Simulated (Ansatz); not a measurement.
Relaxation of C2H6BF (10 atoms, charge 0, multiplicity 1), to a largest force component of 0.02 eV/Å in at most 40 steps.

Level of theory: RKS PBE0-D4/def2-SVP in Ansatz.

```xyz
10
Properties=species:S:1:pos:R:3
B 0.000 0.000 0.000
F 0.000 0.000 1.320
C 1.386 0.000 -0.800
H 1.715 -1.046 -0.970
H 1.249 0.508 -1.777
H 2.155 0.538 -0.208
C -1.386 0.000 -0.800
H -1.946 -0.930 -0.571
H -1.990 0.880 -0.495
H -1.184 0.051 -1.890
```

Question: Where does it end, and by what steps?

Answer: The forces met the threshold. The force dipped under the threshold on the way, but the program's further checks kept it going. After 21 steps the energy has fallen by 0.103 eV; H10 moved furthest, 0.46 Å.

| step | energy less start (eV) | largest force component (eV/Å) | accepted |
| --- | --- | --- | --- |
| 0 | 0.0000 | 1.580 | yes |
| 1 | -0.0776 | 0.693 | yes |
| 2 | -0.0919 | 0.290 | yes |
| 3 | -0.0927 | 0.250 | yes |
| 4 | -0.0950 | 0.204 | yes |
| 5 | -0.0979 | 0.033 | yes |
| 6 | -0.0984 | 0.121 | yes |
| 7 | -0.0859 | 0.538 | no |
| 8 | -0.1004 | 0.008 | yes |
| 9 | -0.0979 | 0.296 | no |
| 10 | -0.1008 | 0.027 | yes |
| 11 | -0.1007 | 0.129 | no |
| 12 | -0.1011 | 0.035 | yes |
| 13 | -0.1014 | 0.021 | yes |
| 14 | -0.1017 | 0.041 | yes |
| 15 | -0.1018 | 0.059 | yes |
| 16 | -0.1020 | 0.054 | yes |
| 17 | -0.1023 | 0.029 | yes |
| 18 | -0.1024 | 0.053 | yes |
| 19 | -0.0994 | 0.214 | no |
| 20 | -0.1013 | 0.196 | no |
| 21 | -0.1026 | 0.007 | yes |

```xyz
10
Properties=species:S:1:pos:R:3
B 0.003 -0.068 -0.063
F 0.000 -0.230 1.265
C 1.388 0.103 -0.776
H 1.688 -0.891 -1.157
H 1.335 0.762 -1.655
H 2.184 0.446 -0.100
C -1.384 -0.063 -0.793
H -2.145 -0.657 -0.265
H -1.747 0.982 -0.805
H -1.322 -0.384 -1.843
```

Whether the end is a true minimum wasn't checked by a vibrational analysis.

The run took 65 s on 1 thread of Arm Neoverse V1, with other jobs on the host, peak memory 0.16 GiB.
